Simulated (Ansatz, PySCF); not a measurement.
Energy difference 2 R1 → P1 + P2, each structure at its B3LYP-D3(BJ)/def2-TZVP stationary point, reached from a drawn start (curvature not checked).
P1, Cl3NbO (SMILES [O]=[Nb]([Cl])([Cl])[Cl]) (charge 0, multiplicity 1):
```xyz
5

Nb     0.0494     0.0486     0.0494
O      1.0296     1.0142     1.0289
Cl     1.4138    -1.2537    -1.2478
Cl    -1.2345     1.4329    -1.2453
Cl    -1.2583    -1.2421     1.4149
```
R1, Cl2NbO (SMILES [O]=[Nb]([Cl])[Cl]) (charge 0, multiplicity 2):
```xyz
4

Nb     0.072     0.000    -0.004
O      1.764    -0.008    -0.022
Cl    -0.909     2.091     0.006
Cl    -0.927    -2.083     0.020
```
P2, ClNbO (SMILES [O]=[Nb][Cl]) (charge 0, multiplicity 3, Z-matrix in Å and degrees):
```
Nb
O 1 1.6928
Cl 1 2.3272 2 116.15
```

P less R. No zero-point or thermal terms; singlets are restricted closed shells; open shells are unrestricted; no spin–orbit coupling. The spin states of the d-block species are the ones drawn and need not be the lowest.

Correlated levels freeze the cores. CBS(a, b) extrapolates the correlation energy as X⁻³ and adds the Hartree–Fock energy of set b.

Codes used: Ansatz (Gaussian basis) for Hartree–Fock, density functionals and correlated methods; PySCF for the D3/D4 terms. No computed number here is a measurement. Elements past Kr take the def2 small-core potentials, without spin–orbit coupling.

```tsv
level	reaction energy (kJ/mol)
HF/def2-SVP	92.2
HF/def2-TZVPP	84.3
PBE/def2-TZVPP	22.5
BLYP-D4/def2-TZVPP	26.2
revPBE-D4/def2-TZVPP	16.7
r2SCAN/def2-TZVPP	26.5
BHLYP-D3(BJ)/def2-TZVPP	___
CAM-B3LYP-D3(BJ)/def2-TZVPP	___
CCSD(T)/CBS(def2-TZVPP, def2-QZVPP)	___
```

Q: Complete the blanks.

A: 
- BHLYP-D3(BJ)/def2-TZVPP, reaction energy (kJ/mol): 51.3
- CAM-B3LYP-D3(BJ)/def2-TZVPP, reaction energy (kJ/mol): 45.4
- CCSD(T)/CBS(def2-TZVPP, def2-QZVPP), reaction energy (kJ/mol): 50.7

Ansatz is a quantum-chemistry and plane-wave program.
